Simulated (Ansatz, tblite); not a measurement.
Removing and adding an electron: 1-ethyl-3-methylimidazolium iodide (C6H11IN2). Charge 0, multiplicity 1. Geometry: PBE-D4/def2-SVP. Ansatz, gas phase; energy differences of separate SCF runs; the oxidised species was run as a doublet alone; the reduced species was run as a doublet alone.

In the def2 sets I takes a core potential; there is no spin–orbit coupling. The xTB rows come from tblite. In the singlet geometry the species has come apart into loosely held pieces. In the doublet geometry the species has come apart into loosely held pieces.

```json
{"level": "GFN1-xTB", "−HOMO (eV)": "8.25", "vertical IE (eV)": "11.74", "−LUMO (eV)": "6.73", "vertical EA (eV)": "3.80", "HOMO–LUMO gap (eV)": "1.53", "IE − EA (eV)": "7.95", "remarks": "–"}
{"level": "GFN2-xTB", "−HOMO (eV)": "8.52", "vertical IE (eV)": "11.76", "−LUMO (eV)": "6.81", "vertical EA (eV)": "3.89", "HOMO–LUMO gap (eV)": "1.71", "IE − EA (eV)": "7.87", "remarks": "–"}
{"level": "PBE-D4/def2-TZVP", "−HOMO (eV)": "4.33", "vertical IE (eV)": "7.03", "−LUMO (eV)": "1.62", "vertical EA (eV)": "-0.68", "HOMO–LUMO gap (eV)": "2.71", "IE − EA (eV)": "7.71", "remarks": "HOMO above zero (-1 doublet)"}
{"level": "PBE0-D4/def2-TZVP", "−HOMO (eV)": "5.25", "vertical IE (eV)": "7.06", "−LUMO (eV)": "0.78", "vertical EA (eV)": "-0.67", "HOMO–LUMO gap (eV)": "4.47", "IE − EA (eV)": "7.73", "remarks": "HOMO above zero (-1 doublet)"}
{"level": "ωB97X-V/def2-TZVP", "−HOMO (eV)": "7.27", "vertical IE (eV)": "7.02", "−LUMO (eV)": "-1.24", "vertical EA (eV)": "-0.72", "HOMO–LUMO gap (eV)": "8.51", "IE − EA (eV)": "7.74", "remarks": "HOMO above zero (-1 doublet)"}
```

Relaxing the reduced species (PBE-D4/def2-SVP) changes its energy by -1.01 eV at PBE-D4/def2-TZVP, so the adiabatic electron affinity to this nearest minimum is 0.33 eV. At PBE0-D4/def2-TZVP it is 0.37 eV. The highest occupied level of the relaxed charge -1 doublet lies above zero (up to 0.88 eV). By energy differences its removal costs 0.33 eV (each at its own geometry, to the charge 0 singlet, at PBE-D4/def2-TZVP); self-interaction error and the lack of diffuse functions both raise the level.     A HOMO above zero means that the electron is unbound at that level or that self-interaction error raises the level; the energy of removing that electron tells which. Raw xTB energy differences between charge states are shifted by several eV; the methods need an empirical correction for them. Sets without diffuse functions give affinities that are too small. A negative affinity means that the extra electron isn't bound; its size then hangs on the basis.
